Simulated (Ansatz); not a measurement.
Input file for Ansatz (a program for electronic structure): U-B97M-V/def2-TZVPP on As2+, 2S+1 = 2, a spin state set in the input, which need not be the lowest, a point of a bond scan (R = 2.194 Å). Charge +1.

Ansatz 0.2 input:
```yaml
crystal:
  periodic: [false, false, false]
  atoms:
    - {symbol: As, position_ang: [0.00000000, 0.00000000, 0.00000000]}
    - {symbol: As, position_ang: [0.00000000, 0.00000000, 2.19431700]}
basis:
  gaussian:
    orbitals: def2-TZVPP
    pivot_positions_ang: [[0.00000000, 0.00000000, 0.00000000], [0.00000000, 0.00000000, 2.19431700]]
hamiltonian:
  xc: {name: B97M-V}
total_charge: 1
magnetization: {spin_polarized: true, initial_magnetization: 1}
output: {forces: true, orbitals: {seedname: ./end}}
```

Program output:

```
WARN ansatz: RAYON_NUM_THREADS=1 ignored (pool sized by the plan → 1); use --threads N
Functional definition: B97M-V
integrals: 0.04 GiB planned
746 factors; their error is unknown
mean field: 0.40 GiB planned
mean field evaluation 1: about -121649.5302 eV, gradient 1.3e1 eV
mean field evaluation 2: about -121649.9024 eV, gradient 1.3e1 eV
mean field evaluation 4: about -121650.6374 eV, gradient 4.2e-1 eV
mean field evaluation 8: about -121650.6315 eV, gradient 2.0e-3 eV
mean field evaluation 16: about -121650.5026 eV, gradient 4.2e0 eV
mean field evaluation 32: about -121650.0154 eV, gradient 6.9e-1 eV
mean field -121650.63148744 eV, -4470.5782494040 hartree, gradient 3.1e-5 eV, S^2 0.753134; 7 other end points of the search recorded, 0 dependent functions left out
the calculation of the forces begins
reference -121650.63152463 eV, -4470.5782507704 hartree; 33, 32 occupied and 63, 64 virtual orbitals, 746 factors
Total energy: -121650.63152463 eV, -4470.5782507704 hartree
Atom 0 at     0.000000     0.000000     0.000000 Å, force     0.000000     0.000000     0.079332 eV/Å
Atom 1 at     0.000000     0.000000     2.194317 Å, force     0.000000    -0.000000    -0.079332 eV/Å
Dipole moment:     0.000000    -0.000000     0.000000 e Å
```

The run converged.

Cost: about 23 core-seconds (a rough figure).
